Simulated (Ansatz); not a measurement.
C3H7O, charge +1, singlet, geometry from GFN2-xTB; Ansatz (a first-principles code) with CCSD(T)/STO-3G.

Ansatz was given this input:
Ansatz 0.2 input:
```yaml
crystal:
  periodic: [false, false, false]
  atoms:
    - {symbol: O, position_ang: [-0.12196456, -0.11943116, 1.32799784]}
    - {symbol: C, position_ang: [-0.00798184, -0.01099008, 0.06880575]}
    - {symbol: C, position_ang: [0.07373480, 1.28361169, -0.60229975]}
    - {symbol: C, position_ang: [0.04849087, -1.25339967, -0.69585394]}
    - {symbol: H, position_ang: [-0.32280816, 2.10426178, -0.00494255]}
    - {symbol: H, position_ang: [0.33273813, -2.09663446, -0.06823236]}
    - {symbol: H, position_ang: [-0.40234208, 1.26246429, -1.58195675]}
    - {symbol: H, position_ang: [1.13051027, 1.50223461, -0.79778580]}
    - {symbol: H, position_ang: [0.69259699, -1.16845430, -1.56935464]}
    - {symbol: H, position_ang: [-0.95587967, -1.46687807, -1.07995797]}
    - {symbol: H, position_ang: [-0.18456204, 0.70312382, 1.85433503]}
basis:
  gaussian:
    orbitals: STO-3G
total_charge: 1
magnetization: {spin_polarized: false}
correlation: {method: ccsd_t, electrons: outside_noble_gas}
accuracy: high
```

Output, abridged:

```
Functional definition: HF
557 factors; integrals over basis functions are off by at most 8.5e-9 eV
mean field evaluation 1: about -5166.3011 eV, gradient 2.3e1 eV
mean field evaluation 2: about -5166.4830 eV, gradient 2.3e1 eV
mean field evaluation 4: about -5168.0939 eV, gradient 1.8e0 eV
mean field evaluation 8: about -5168.1074 eV, gradient 2.8e-2 eV
mean field evaluation 16: about -5167.6476 eV, gradient 1.0e1 eV
mean field -5168.10742487 eV, -189.9244447950 hartree, gradient 9.0e-9 eV, S^2 0.000000; 0 other end points of the search recorded, 0 dependent functions left out
4 core orbitals not correlated
reference -5168.10742487 eV, -189.9244447950 hartree; 12, 12 occupied and 11, 11 virtual orbitals, 557 factors
second order -5.58967376 eV of doubles, -0.00000000 eV of singles
cycle   1  -6.47626579 eV  change   -8.9e-1 eV  update   1.0e-1
cycle   2  -6.94922710 eV  change   -4.7e-1 eV  update   3.5e-2
cycle   3  -7.08224420 eV  change   -1.3e-1 eV  update   1.8e-2
cycle   4  -7.08232258 eV  change   -7.8e-5 eV  update   5.3e-3
cycle   5  -7.07998051 eV  change    2.3e-3 eV  update   1.5e-3
cycle   6  -7.07930694 eV  change    6.7e-4 eV  update   4.3e-4
cycle   7  -7.07913885 eV  change    1.7e-4 eV  update   1.2e-4
cycle   8  -7.07918500 eV  change   -4.6e-5 eV  update   3.0e-5
cycle   9  -7.07920971 eV  change   -2.5e-5 eV  update   7.6e-6
cycle  10  -7.07920608 eV  change    3.6e-6 eV  update   2.3e-6
cycle  11  -7.07920623 eV  change   -1.5e-7 eV  update   8.0e-7
cycle  12  -7.07920620 eV  change    2.4e-8 eV  update   3.3e-7
cycle  13  -7.07920668 eV  change   -4.7e-7 eV  update   1.6e-7
cycle  14  -7.07920678 eV  change   -1.0e-7 eV  update   7.7e-8
cycle  15  -7.07920673 eV  change    4.8e-8 eV  update   4.0e-8
cycle  16  -7.07920672 eV  change    1.3e-8 eV  update   2.3e-8
cycle  17  -7.07920579 eV  change    9.2e-7 eV  update   1.6e-7
cycle  18  -7.07920559 eV  change    2.0e-7 eV  update   6.5e-8
cycle  19  -7.07920553 eV  change    6.3e-8 eV  update   2.2e-8
cycle  20  -7.07920554 eV  change   -7.8e-9 eV  update   6.8e-9
cycle  21  -7.07920554 eV  change   -6.2e-9 eV  update   2.2e-9
cycle  22  -7.07920555 eV  change   -1.5e-9 eV  update  8.5e-10
perturbative correction -0.14893335 eV, -0.0054731998 hartree
Total energy: -5175.33556377 eV, -190.1900740001 hartree
```
